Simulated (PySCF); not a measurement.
C₂H₇FOSi₂, SMILES C=C[Si@@H](F)O[SiH3]. Atoms are numbered in the order given.

```xyz
13

C      2.6180    -0.6266     0.2269
C      1.6760     0.2229     0.6863
Si     0.3221     0.8791    -0.4116
F      0.5548     0.2079    -1.8902
O     -1.1801     0.4440     0.1541
Si    -1.9509    -0.8852     0.8366
H      2.6270    -0.9554    -0.8264
H      3.4151    -1.0293     0.8758
H      1.7053     0.5270     1.7496
H      0.3088     2.3623    -0.5812
H     -1.2088    -1.3470     2.0620
H     -3.3360    -0.4567     1.2200
H     -2.0243    -2.0170    -0.1502
```

Coordinates come from a PBE-D3(BJ)/def2-SVP optimisation. The structure was generated by enumeration; whether it is a known compound was not checked. One conformer was computed; it need not be the lowest.

Level of theory: PBE/def2-TZVP (PySCF).

```json
{
  "total_energy": "-834.14146 hartree",
  "highest_occupied_level": "-7.22 eV",
  "lowest_empty_level": "-1.99 eV",
  "orbital_gap": "5.22 eV",
  "dipole_moment": "1.79 D",
  "quadrupole, principal values (traceless, Buckingham form, about the centre of nuclear charge)": "-3.60, -0.14, 3.75 D·Å",
  "mean_static_polarisability": "78.3 bohr³ (11.61 Å³)",
  "polarisability_principal_values": "69.1, 72.7, 93.2 bohr³"
}
```
